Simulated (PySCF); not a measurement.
CdN: energy against distance

Set-up: basis Cd def2-SVP with ECP28, N def2-SVP; scalar-relativistic core potentials; PySCF 2.14. Energies in eV from Cd + N in their ground configurations at the same level. All curves are PBE0. state 1: ⁴Σ⁻ (quartet), unpaired electrons σ ↑, π ↑↑; state 2: Ms = 0.5 determinant of mixed spin (⟨S²⟩ near 1.8), unpaired electrons σ ↓, π ↑↑, a second solution, started from another occupation; state 3: Ms = 0.5 determinant of mixed spin (⟨S²⟩ near 1.8), unpaired electrons σ ↑, π ↑↓, a mixture of terms (⟨Lz²⟩ = 2.0), a second solution, started from another occupation; state 4: Ms = 0.5 determinant of mixed spin (⟨S²⟩ near 1.1), unpaired electrons π ↑, a second solution, started from another occupation.

| R (Å) | state 1 | state 2 | state 3 | state 4 |
| --- | --- | --- | --- | --- |
| 2.111 | 0.0280 | 0.5162 | 0.8741 | 1.0668 |
| 2.209 | -0.0691 | 0.4826 | 0.8169 | 1.1909 |
| 2.308 | -0.1120 | 0.5119 | 0.8163 | 1.3582 |
| 2.381 | -0.1234 | 0.5575 | 0.8365 | 1.4972 |
| 2.455 | -0.1248 | 0.6137 | 0.8660 | 1.6397 |
| 2.529 | -0.1204 | 0.6740 | 0.8994 | 1.7802 |
| 2.627 | -0.1104 | 0.7537 | 0.9444 | 1.9577 |
| 2.750 | -0.0964 | 0.8442 | 0.9957 | 2.1571 |
| 2.897 | -0.0810 | 0.9338 | 1.0462 | 2.3601 |
| 3.093 | -0.0650 | 1.0214 | 1.0950 | 2.5734 |

Q: Put a parabola through the three lowest points of the state 1 curve and estimate Re, k and ωe (reduced mass 12.47 u; 1 eV/Å² = 0.16022 mdyn/Å; ωe = 1302.8·√(k/μ) cm⁻¹).

A: Through R = 2.381, 2.455, 2.529 Å the second-order coefficient is 0.530 eV/Å², so Re ≈ 2.436 Å, k ≈ 0.170 mdyn/Å and ωe ≈ 152 cm⁻¹. A polynomial fit of higher order to the unrounded PBE0 energies gives Re = 2.430 Å, k = 0.203 mdyn/Å, ωe = 166 cm⁻¹; anharmonicity and rounding make the difference.

The higher-order fit for each curve: state 1: Re = 2.430 Å, ωe = 166 cm⁻¹, De = 0.125 eV; state 2: Re = 2.204 Å, ωe = 380 cm⁻¹, minimum 0.483 eV above the ground-state fragments; state 3: Re = 2.257 Å, ωe = 306 cm⁻¹, minimum 0.81 eV above the ground-state fragments. State 4 gave no clean fit.

The bond is weak. Basis-set superposition, not corrected here, can be much of De in a small basis, most of all at correlated wavefunction levels. Functionals without a dispersion term scatter widely for such bonds, and LDA overbinds them. Spin–orbit coupling is left out. The state was picked by a PBE0 search and need not be the measured ground state.
